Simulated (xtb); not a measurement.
xtb input (GFN2-xTB):

```bash
xtb mol.xyz --gfn 2 --sp --chrg 1 --uhf 0
```
mol.xyz:
```
6

C     -1.39407427     0.31125933     0.08560637
S      0.21812812    -0.47731152    -0.16050843
O      1.25021987     0.54878991     0.20740210
H     -1.49404191     0.60737804     1.12971549
H     -2.16499402    -0.41525214    -0.17549729
H     -1.46832735     1.18698323    -0.55893828
```

Output:

```
           -------------------------------------------------
          |                Calculation Setup                |
           -------------------------------------------------

           -------------------------------------------------
          |                 G F N 2 - x T B                 |
           -------------------------------------------------

        Reference                      10.1021/acs.jctc.8b01176
      * Hamiltonian:
        H0-scaling (s, p, d)           1.850000    2.230000    2.230000
        zeta-weighting                 0.500000
      * Dispersion:
        s8                             2.700000
        a1                             0.520000
        a2                             5.000000
        s9                             5.000000
      * Repulsion:
        kExp                           1.500000    1.000000
        rExp                           1.000000
      * Coulomb:
        alpha                          2.000000
        third order                    shell-resolved
        anisotropic                    true
        a3                             3.000000
        a5                             4.000000
        cn-shift                       1.200000
        cn-exp                         4.000000
        max-rad                        5.000000

          ...................................................
          :                      SETUP                      :
          :.................................................:
          :  # basis functions                  21          :
          :  # atomic orbitals                  20          :
          :  # shells                           10          :
          :  # electrons                        18          :
          :  max. iterations                   250          :
          :  Hamiltonian                  GFN2-xTB          :
          :  restarted?                      false          :
          :  GBSA solvation                  false          :
          :  PC potential                    false          :
          :  electronic temp.          300.0000000     K    :
          :  accuracy                    1.0000000          :
          :  -> integral cutoff          0.2500000E+02      :
          :  -> integral neglect         0.1000000E-07      :
          :  -> SCF convergence          0.1000000E-05 Eh   :
          :  -> wf. convergence          0.1000000E-03 e    :
          :  Broyden damping             0.4000000          :
          :  net charge                          1          :
          :  unpaired electrons                  0          :
          ...................................................

 iter      E             dE          RMSdq      gap      omega  full diag
   1    -10.4746520 -0.104747E+02  0.943E+00    2.95       0.0  T
   2    -10.5222080 -0.475560E-01  0.351E+00    1.86       1.0  T
   3    -10.5240386 -0.183057E-02  0.142E+00    1.76       1.0  T
   4    -10.5242208 -0.182242E-03  0.400E-01    1.69       1.0  T
   5    -10.5242452 -0.244077E-04  0.121E-01    1.71       1.0  T
   6    -10.5242387  0.654146E-05  0.721E-02    1.71       1.0  T
   7    -10.5242503 -0.115688E-04  0.273E-02    1.71       1.5  T
   8    -10.5242505 -0.211291E-06  0.843E-03    1.71       4.8  T
   9    -10.5242505 -0.575187E-07  0.169E-03    1.71      24.1  T
  10    -10.5242505  0.631434E-09  0.135E-03    1.71      30.3  T
  11    -10.5242505 -0.186853E-08  0.202E-04    1.71     202.2  T
  12    -10.5242505 -0.400266E-10  0.464E-05    1.71     880.0  T

   *** convergence criteria satisfied after 12 iterations ***

         #    Occupation            Energy/Eh            Energy/eV
      -------------------------------------------------------------
         1        2.0000           -1.0402447             -28.3065
       ...           ...                  ...                  ...
         3        2.0000           -0.8301656             -22.5900
         4        2.0000           -0.7641893             -20.7946
         5        2.0000           -0.7613182             -20.7165
         6        2.0000           -0.7569872             -20.5987
         7        2.0000           -0.7114676             -19.3600
         8        2.0000           -0.7075076             -19.2523
         9        2.0000           -0.6623270             -18.0228 (HOMO)
        10                         -0.5994242             -16.3112 (LUMO)
        11                         -0.4135099             -11.2522
        12                         -0.4063864             -11.0583
        13                         -0.2736676              -7.4469
        14                         -0.1935976              -5.2681
       ...                                ...                  ...
        20                          0.5202436              14.1565
      -------------------------------------------------------------
                  HL-Gap            0.0629029 Eh            1.7117 eV
             Fermi-level           -0.6308756 Eh          -17.1670 eV

 SCC (total)                   0 d,  0 h,  0 min,  0.006 sec
 SCC setup                      ...        0 min,  0.000 sec (  3.765%)
 Dispersion                     ...        0 min,  0.000 sec (  1.130%)
 classical contributions        ...        0 min,  0.000 sec (  0.958%)
 integral evaluation            ...        0 min,  0.001 sec ( 12.516%)
 iterations                     ...        0 min,  0.004 sec ( 58.812%)
 molecular gradient             ...        0 min,  0.001 sec ( 18.360%)
 printout                       ...        0 min,  0.000 sec (  4.056%)

         :::::::::::::::::::::::::::::::::::::::::::::::::::::
         ::                     SUMMARY                     ::
         :::::::::::::::::::::::::::::::::::::::::::::::::::::
         :: total energy             -10.452863243009 Eh    ::
         :: gradient norm              0.121147184831 Eh/a0 ::
         :: HOMO-LUMO gap              1.711674599264 eV    ::
         ::.................................................::
         :: SCC energy               -10.524250419062 Eh    ::
         :: -> isotropic ES            0.137944196660 Eh    ::
         :: -> anisotropic ES         -0.004986597782 Eh    ::
         :: -> anisotropic XC          0.008330709305 Eh    ::
         :: -> dispersion             -0.001953761662 Eh    ::
         :: repulsion energy           0.071387176053 Eh    ::
         :: add. restraining           0.000000000000 Eh    ::
         :: total charge               1.000000000000 e     ::
         :::::::::::::::::::::::::::::::::::::::::::::::::::::

           -------------------------------------------------
          |                Property Printout                |
           -------------------------------------------------

    * Orbital Energies and Occupations

         #    Occupation            Energy/Eh            Energy/eV
      -------------------------------------------------------------
         1        2.0000           -1.0402447             -28.3065
         2        2.0000           -0.8991526             -24.4672
         3        2.0000           -0.8301656             -22.5900
         4        2.0000           -0.7641893             -20.7946
         5        2.0000           -0.7613182             -20.7165
         6        2.0000           -0.7569872             -20.5987
         7        2.0000           -0.7114676             -19.3600
         8        2.0000           -0.7075076             -19.2523
         9        2.0000           -0.6623270             -18.0228 (HOMO)
        10                         -0.5994242             -16.3112 (LUMO)
        11                         -0.4135099             -11.2522
        12                         -0.4063864             -11.0583
Note: The following floating-point exceptions are signalling: IEEE_DENORMAL
normal termination of xtb
        13                         -0.2736676              -7.4469
        14                         -0.1935976              -5.2681
        15                         -0.1862602              -5.0684
        16                         -0.0848688              -2.3094
        17                          0.0056659               0.1542
        18                          0.0086451               0.2352
        19                          0.0149403               0.4065
        20                          0.5202436              14.1565
      -------------------------------------------------------------
                  HL-Gap            0.0629029 Eh            1.7117 eV
             Fermi-level           -0.6308756 Eh          -17.1670 eV

     #   Z          covCN         q      C6AA      α(0)
     1   6 C        3.743    -0.243    25.461     7.198
     2  16 S        1.830     1.071   104.620    17.216
     3   8 O        0.859    -0.318    20.117     6.014
     4   1 H        0.925     0.176     1.230     1.735
     5   1 H        0.925     0.139     1.472     1.897
     6   1 H        0.925     0.176     1.230     1.735

 Mol. C6AA /au·bohr⁶  :        532.844675
 Mol. C8AA /au·bohr⁸  :      16960.055366
 Mol. α(0) /au        :         35.793776

Wiberg/Mayer (AO) data.
largest (>0.10) Wiberg bond orders for each atom

 ---------------------------------------------------------------------------
     #   Z sym  total        # sym  WBO       # sym  WBO       # sym  WBO
 ---------------------------------------------------------------------------
     1   6 C    3.956 --     2 S    1.094     5 H    0.963     4 H    0.907
                             6 H    0.907
     2  16 S    3.288 --     3 O    2.104     1 C    1.094
     3   8 O    2.236 --     2 S    2.104
     4   1 H    0.969 --     1 C    0.907
     5   1 H    0.981 --     1 C    0.963
     6   1 H    0.969 --     1 C    0.907
 ---------------------------------------------------------------------------

Topologies differ in total number of bonds
Writing topology from bond orders to xtbtopo.mol

molecular dipole:
                 x           y           z       tot (Debye)
 q only:       -1.222      -0.952      -0.345
   full:       -1.322      -0.956      -0.348       4.242
molecular quadrupole (traceless):
                xx          xy          yy          xz          yz          zz
 q only:        0.442      -3.031       0.222      -1.022       0.286      -0.664
  q+dip:       -0.290      -3.025       0.464      -1.039       0.190      -0.174
   full:       -0.471      -3.100      -0.052      -1.081      -0.284       0.523

           -------------------------------------------------
          | TOTAL ENERGY              -10.452863243009 Eh   |
          | GRADIENT NORM               0.121147184831 Eh/α |
          | HOMO-LUMO GAP               1.711674599264 eV   |
           -------------------------------------------------

------------------------------------------------------------------------
------------------------------------------------------------------------
 total:
 SCF:
```

This state (charge 1, singlet) is run at the relaxed geometry of the species with charge 0 and multiplicity 2.
